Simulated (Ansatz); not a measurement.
Cartesian coordinates in Å:
```
Si -1.188 -0.388 -0.092
C 0.293 0.726 -0.218
Zn 1.938 -0.089 0.426
H -0.977 -1.633 -0.884
H -2.447 0.243 -0.584
H -1.419 -0.796 1.323
H 0.115 1.642 0.357
H 0.442 1.023 -1.263
H 3.244 -0.728 0.936
```

Total charge 0; spin multiplicity 1.

(1) List the r2SCAN/def2-TZVPP orbital energies in eV (the Gaussian-basis code of Ansatz). (An estimate is asked.)

## Answers

(1) Ansatz gave: Occupied: -9435.10, -1790.64, -1144.50, -1007.11, -1007.11, -1007.04, -272.65, -141.10, -130.38, -95.96, -95.95, -95.94, -86.18, -86.18, -85.99, -17.78, -13.14, -12.39, -12.06, -12.00, -12.00, -11.90, -10.28, -9.10, -8.27, -8.25, -8.08, -6.75. Lowest empty: -0.90, -0.82, -0.26, 1.36, 1.38, 1.57, 2.15, 2.43.
